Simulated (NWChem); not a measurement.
System: BiI$_{2}$, doublet; SMILES [I][Bi][I]

NWChem printed, in part:

```
             Northwest Computational Chemistry Package (NWChem) 7.3.0
             --------------------------------------------------------

 C2V symmetry detected

                             Geometry "geometry" -> ""
                             -------------------------

 Output coordinates in angstroms (scale by  1.889725989 to convert to a.u.)

  No.       Tag          Charge          X              Y              Z
 ---- ---------------- ---------- -------------- -------------- --------------
    1 Bi                  83.0000     0.00000000     0.00000000     0.99311961
    2 I                   53.0000    -2.17704000     0.00000000    -0.77763139
    3 I                   53.0000     2.17704000     0.00000000    -0.77763139

 Effective nuclear repulsion energy (a.u.)    2000.4393218896

      Symmetry information
      --------------------

 Group name             C2v
 Group number             16
 Group order               4
 No. of unique centers     2

 Summary of "ao basis" -> "ao basis" (spherical)
 ------------------------------------------------------------------------------
       Tag                 Description            Shells   Functions and Types
 ---------------- ------------------------------  ------  ---------------------
 Bi                         def2-svp                10       26   4s4p2d
 I                          def2-svp                10       26   4s4p2d

      Symmetry analysis of basis
      --------------------------

        a1         30
        a2         10
        b1         24
        b2         14

            General Information
            -------------------
          SCF calculation type: DFT
          Wavefunction type:  spin polarized.
          No. of atoms     :     3
          No. of electrons :    73
           Alpha electrons :    37
            Beta electrons :    36
          Charge           :     0
          Spin multiplicity:     2
          Use of symmetry is: off; symmetry adaption is: on
          Maximum number of iterations: 150
          AO basis - number of functions:    78
                     number of shells:    30
          Convergence on energy requested:  1.00D-06
          Convergence on density requested:  1.00D-05
          Convergence on gradient requested:  5.00D-04

              XC Information
              --------------
          PerdewBurkeErnzerhof Exchange Functional  1.000
            Perdew 1991 LDA Correlation Functional  1.000 local
           PerdewBurkeErnz. Correlation Functional  1.000 non-local

             Grid Information
             ----------------
          Grid used for XC integration:  medium
          Radial quadrature: Mura-Knowles
          Angular quadrature: Lebedev.
          Tag              B.-S. Rad. Rad. Pts. Rad. Cut. Ang. Pts.
          ---              ---------- --------- --------- ---------
          Bi                  1.60      123          10.0       590
          I                   1.40      123          12.0       590
          Grid pruning is: on
          Number of quadrature shells:   369
          Spatial weights used:  Erf1

      Superposition of Atomic Density Guess
      -------------------------------------

 Sum of atomic energies:        -939.67325238

      Non-variational initial energy
      ------------------------------

 Total energy =    -806.930031
 1-e energy   =   -1993.002950
 2-e energy   =     893.256669
 HOMO         =      -0.123276
 LUMO         =      -0.035756

   Symmetry analysis of molecular orbitals - initial alpha
   -------------------------------------------------------

  Numbering of irreducible representations:

     1 a1          2 a2          3 b1          4 b2

  Orbital symmetries:

     1 b1          2 a1          3 a1          4 a1          5 b1
     6 a1          7 b2          8 a2          9 b1         10 b1
    11 a1         12 b2         13 a1         14 b1         15 a1
    16 b2         17 a2         18 b1         19 a1         20 b2
    21 a2         22 b1         23 b1         24 a1         25 a1
    26 a2         27 b2         28 a1         29 b1         30 a1
    31 b1         32 a1         33 b2         34 a2         35 b1
    36 a1         37 b2         38 a1         39 b1         40 a1
    41 b1         42 a1         43 a1         44 a2         45 b2
    46 b1         47 b2

   Symmetry analysis of molecular orbitals - initial beta
   ------------------------------------------------------

  Numbering of irreducible representations:

     1 a1          2 a2          3 b1          4 b2

  Orbital symmetries:

     1 b1          2 a1          3 a1          4 a1          5 b1
     6 a1          7 b2          8 a2          9 b1         10 b1
    11 a1         12 b2         13 a1         14 b1         15 a1
    16 b2         17 a2         18 b1         19 a1         20 b2
    21 a2         22 b1         23 b1         24 a1         25 a1
    26 a2         27 b2         28 a1         29 b1         30 a1
    31 b1         32 a1         33 b2         34 a2         35 b1
    36 a1         37 b2         38 a1         39 b1         40 a1
    41 b1         42 a1         43 a1         44 a2         45 b2
    46 b1         47 b2

 !! scf_movecs_sym_adapt:   12 vectors were symmetry contaminated

  Symmetry fudging

 !! scf_movecs_sym_adapt:   14 vectors were symmetry contaminated

  Symmetry fudging

   convergence    iter        energy       DeltaE   RMS-Dens  Diis-err
 ---------------- ----- ----------------- --------- --------- ---------
 d= 0,ls=0.0,diis     1   -810.0468723315 -1.10D+03  1.59D-02  1.02D-01
                                                     1.76D-02  9.81D-02

 !! scf_movecs_sym_adapt:   14 vectors were symmetry contaminated

  Symmetry fudging

 !! scf_movecs_sym_adapt:    6 vectors were symmetry contaminated

 !! scf_movecs_sym_adapt:   16 vectors were symmetry contaminated

  Symmetry fudging

 !! scf_movecs_sym_adapt:    6 vectors were symmetry contaminated

 d= 0,ls=0.0,diis     2   -809.6253974573  4.21D-01  1.06D-02  5.44D-01
                                                     1.32D-02  5.77D-01

 !! scf_movecs_sym_adapt:   12 vectors were symmetry contaminated

  Symmetry fudging

 !! scf_movecs_sym_adapt:    2 vectors were symmetry contaminated

 !! scf_movecs_sym_adapt:   12 vectors were symmetry contaminated

  Symmetry fudging

 !! scf_movecs_sym_adapt:    2 vectors were symmetry contaminated

 d= 0,ls=0.0,diis     3   -810.1158420509 -4.90D-01  2.31D-03  9.45D-03
                                                     2.34D-03  9.09D-03

 !! scf_movecs_sym_adapt:   10 vectors were symmetry contaminated

  Symmetry fudging

[...]

                                NWChem TDDFT Module
                                -------------------

            General Information
            -------------------
           No. of orbitals :     156
            Alpha orbitals :      78
             Beta orbitals :      78
        Alpha frozen cores :       0
         Beta frozen cores :       0
     Alpha frozen virtuals :       0
      Beta frozen virtuals :       0
         Spin multiplicity :       2
    Number of AO functions :      78
        Use of symmetry is : off
      Symmetry adaption is : on
         Schwarz screening :  0.10D-07

              XC Information
              --------------
   PerdewBurkeErnzerhof Exchange Functional   1.00
     Perdew 1991 LDA Correlation Functional   1.00 local
    PerdewBurkeErnz. Correlation Functional   1.00 non-local

             TDDFT Information
             -----------------
          Calculation type : Tamm-Dancoff TDDFT
         Wavefunction type : Unrestricted
          No. of electrons :      73
           Alpha electrons :      37
            Beta electrons :      36
              No. of roots :       8
          Max subspacesize :    5600
            Max iterations :     100
               Target root :       1
           Target symmetry : none
      Symmetry restriction : off
                 Algorithm : Optimal
        Davidson threshold :  0.10D-03

    8 smallest eigenvalue differences (eV)
--------------------------------------------------------
  No. Spin  Occ  Vir  Irrep   E(Occ)    E(Vir)   E(Diff)
--------------------------------------------------------
    1    1   37   38 a1       -0.182    -0.121     1.665
    2    1   37   39 b1       -0.182    -0.102     2.168
    3    2   36   37 b1       -0.234    -0.151     2.271
    4    2   35   37 a2       -0.238    -0.151     2.375
    5    2   34   37 a1       -0.243    -0.151     2.507
    6    2   33   37 b2       -0.255    -0.151     2.850
    7    1   36   38 a2       -0.235    -0.121     3.099
    8    2   36   38 a2       -0.234    -0.113     3.298
--------------------------------------------------------

  Entering Davidson iterations
  Unrestricted

  Iter   NTrls   NConv    DeltaV     DeltaE      Time
  ----  ------  ------  ---------  ---------  ---------
    1      8       0     0.97E-01   0.10+100        3.8
    2     16       0     0.66E-01   0.21E-01        4.3
    3     24       0     0.28E-01   0.13E-01        4.3
    4     32       4     0.37E-01   0.77E-02        4.2
    5     36       6     0.12E-01   0.24E-02        2.7
    6     38       6     0.30E-02   0.32E-03        1.9
    7     40       6     0.64E-03   0.14E-04        1.9
    8     42       8     0.76E-04   0.53E-06        1.9
  ----  ------  ------  ---------  ---------  ---------
  Convergence criterion met

  Ground state b2       -810.124231708931 a.u.
  <S2> =   0.7521

  ----------------------------------------------------------------------------
  Root   1         a1             0.062295510 a.u.                1.6951 eV
  <S2> =   0.7664
  ----------------------------------------------------------------------------
     Transition Moments    X -0.00000   Y  0.12500   Z  0.00000
     Dipole Oscillator Strength                    0.0006488864
     Electric Quadrupole                           0.0000000012
     Magnetic Dipole                               0.0000001315
     Total Oscillator Strength                     0.0006490191

     Occ.   37 alpha b2  ---  Virt.   38 alpha a1      -0.99774
  ----------------------------------------------------------------------------
  Root   2         b1             0.080094392 a.u.                2.1795 eV
  <S2> =   0.7679
  ----------------------------------------------------------------------------
     Transition Moments    X  0.00000   Y  0.00000   Z  0.00000
     Dipole Oscillator Strength                    0.0000000000
     Electric Quadrupole                           0.0000000008
     Magnetic Dipole                               0.0000002522
     Total Oscillator Strength                     0.0000002530

     Occ.   37 alpha b2  ---  Virt.   39 alpha b1      -0.99662
     Occ.   31 beta  b1  ---  Virt.   37 beta  b2       0.05901
  ----------------------------------------------------------------------------
  Root   3         b1             0.083632276 a.u.                2.2758 eV
  <S2> =   0.7547
  ----------------------------------------------------------------------------
     Transition Moments    X  0.00000   Y -0.00000   Z  0.00000
     Dipole Oscillator Strength                    0.0000000000
     Electric Quadrupole                           0.0000000006
     Magnetic Dipole                               0.0000000877
     Total Oscillator Strength                     0.0000000883

     Occ.   36 beta  b1  ---  Virt.   37 beta  b2       0.99902
  ----------------------------------------------------------------------------
  Root   4         a1             0.092540986 a.u.                2.5182 eV
  <S2> =   0.7544
  ----------------------------------------------------------------------------
     Transition Moments    X -0.00000   Y -0.02550   Z -0.00000
     Dipole Oscillator Strength                    0.0000401062
     Electric Quadrupole                           0.0000000038
     Magnetic Dipole                               0.0000002939
     Total Oscillator Strength                     0.0000404039

     Occ.   34 beta  a1  ---  Virt.   37 beta  b2      -0.99882
  ----------------------------------------------------------------------------
  Root   5         a2             0.093524995 a.u.                2.5449 eV
  <S2> =   0.7732
  ----------------------------------------------------------------------------
     Transition Moments    X  0.54796   Y  0.00000   Z  0.00000
     Dipole Oscillator Strength                    0.0187212145
     Electric Quadrupole                           0.0000000055
     Magnetic Dipole                               0.0000000097
     Total Oscillator Strength                     0.0187212297

     Occ.   31 alpha b1  ---  Virt.   38 alpha a1       0.05698
     Occ.   34 alpha a1  ---  Virt.   39 alpha b1      -0.12522
     Occ.   36 alpha b1  ---  Virt.   38 alpha a1      -0.23845
     Occ.   34 beta  a1  ---  Virt.   39 beta  b1      -0.08296
     Occ.   35 beta  a2  ---  Virt.   37 beta  b2      -0.94957
     Occ.   36 beta  b1  ---  Virt.   38 beta  a1      -0.10516
  ----------------------------------------------------------------------------
  Root   6         a2             0.111364359 a.u.                3.0304 eV
  <S2> =   2.6928
  ----------------------------------------------------------------------------
     Transition Moments    X  0.18552   Y -0.00000   Z -0.00000
     Dipole Oscillator Strength                    0.0025552233
     Electric Quadrupole                           0.0000000010
     Magnetic Dipole                               0.0000000016
     Total Oscillator Strength                     0.0025552259

     Occ.   34 alpha a1  ---  Virt.   39 alpha b1      -0.07443
     Occ.   36 alpha b1  ---  Virt.   38 alpha a1       0.77298
     Occ.   35 beta  a2  ---  Virt.   37 beta  b2      -0.11313
     Occ.   36 beta  b1  ---  Virt.   38 beta  a1      -0.61779
  ----------------------------------------------------------------------------
  Root   7         b2             0.111578819 a.u.                3.0362 eV
  <S2> =   0.7678
  ----------------------------------------------------------------------------
     Transition Moments    X -0.00000   Y -0.00000   Z -0.37051
     Dipole Oscillator Strength                    0.0102116305
     Electric Quadrupole                           0.0000000172
     Magnetic Dipole                               0.0000000000
     Total Oscillator Strength                     0.0102116477

     Occ.   31 alpha b1  ---  Virt.   39 alpha b1      -0.11020
     Occ.   32 alpha a1  ---  Virt.   38 alpha a1      -0.17774
     Occ.   36 alpha b1  ---  Virt.   39 alpha b1      -0.07476
     Occ.   31 beta  b1  ---  Virt.   39 beta  b1      -0.05700
     Occ.   32 beta  a1  ---  Virt.   38 beta  a1      -0.09137
     Occ.   33 beta  b2  ---  Virt.   37 beta  b2       0.96481
  ----------------------------------------------------------------------------
  Root   8         b2             0.120417279 a.u.                3.2767 eV
  <S2> =   2.6161
  ----------------------------------------------------------------------------
     Transition Moments    X  0.00000   Y  0.00000   Z -0.05745
     Dipole Oscillator Strength                    0.0002649207
     Electric Quadrupole                           0.0000000004
     Magnetic Dipole                               0.0000000000
     Total Oscillator Strength                     0.0002649210

     Occ.   34 alpha a1  ---  Virt.   38 alpha a1      -0.85802
     Occ.   32 beta  a1  ---  Virt.   38 beta  a1      -0.05302
     Occ.   34 beta  a1  ---  Virt.   38 beta  a1       0.50347
     Occ.   36 beta  b1  ---  Virt.   39 beta  b1      -0.05003

              Target root =      1
          Target symmetry = none
      Ground state energy =   -810.124231708931
        Excitation energy =      0.062295509696
     Excited state energy =   -810.061936199235

  stored tddft:energy   -810.06193619923476
```

Level: PBE/def2-SVP with def2 effective core potentials on I, Bi, spin-unrestricted, TDA. In the optimisation the excess spin sits in b2 (C2v, its own frame). Geometry: optimised at PBE0/def2-SVP, spin-unrestricted. The spin multiplicity was typed, not searched, and may not be the lowest. No stability test was run on the SCF state. def2 effective core potentials on I, Bi; no spin-orbit coupling.

Q: Write an input that gives this output.

A: One answer among several that fit: the input that was run:
```
start job
memory heap 200 mb stack 900 mb global 1100 mb
geometry units angstroms noautoz
  Bi     0.000000     0.000000     0.984157
  I     -2.177040     0.000000    -0.786594
  I      2.177040     0.000000    -0.786594
end
basis spherical
  * library def2-svp
end
ecp
  I library def2-ecp
  Bi library def2-ecp
end
dft
  odft
  mult 2
  xc xpbe96 cpbe96
  iterations 150
end
tddft
  cis
  nroots 8
end
task tddft energy
```
